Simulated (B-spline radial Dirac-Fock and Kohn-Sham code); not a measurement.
Pb⁴⁺ 5d3/2: cross section and angular parameters

System: Pb⁴⁺, [Xe] 4f14 5d10; threshold 71.07 eV (orbital energy of the model). These are calculated numbers from a B-spline atomic structure program; the model is Dirac-Hartree-Slater photoionisation with a Latter tail; cross sections with all multipoles, angular parameters from the dipole term and its interference with E2.

For linearly polarised light dσ/dΩ = σ/(4π) [1 + β P₂(cos θ) + (δ + γ cos²θ) sin θ cos φ], with θ from the polarisation vector and φ the angle between the beam and the projection of the electron momentum on the plane normal to the polarisation.

```csv
hν (eV),σ (kb),β,γ,δ
100,1620,1.335,-0.033,0.016
119,743,1.690,0.054,0.024
150,246,1.942,0.318,0.006
164,159,1.851,0.428,-0.012
216,57.4,0.248,0.304,-0.035
227,53.0,-0.099,0.201,-0.021
311,50.9,-0.650,-0.105,0.074
492,53.8,0.208,0.160,0.055
525,52.5,0.311,0.182,0.048
611,48.0,0.525,0.205,0.031
651,45.8,0.604,0.204,0.025
726,41.6,0.727,0.189,0.016
733,41.2,0.737,0.187,0.015
832,36.1,0.860,0.155,0.007
1080,26.0,1.062,0.065,0.000
1253.6,20.9,1.152,0.017,0.000
1280,20.3,1.163,0.011,0.000
1486.9,15.9,1.236,-0.024,0.003
2600,5.41,1.396,0.034,0.025
2790,4.63,1.406,0.066,0.029
2830,?,?,?,?
2984.4,3.99,1.413,0.102,0.032
3230,3.33,1.419,0.150,0.036
5414.7,0.913,1.399,0.622,0.070
5820,0.751,1.389,0.707,0.076
9251.7,0.198,1.288,1.314,0.126
11600,0.0987,1.220,1.635,0.161
12000,0.0887,1.209,1.683,0.168
12300,0.0821,1.200,1.718,0.172
```

Q: Give the values at 2830 eV.

A: σ = 4.49 kb, β = 1.407, γ = 0.073, δ = 0.029.
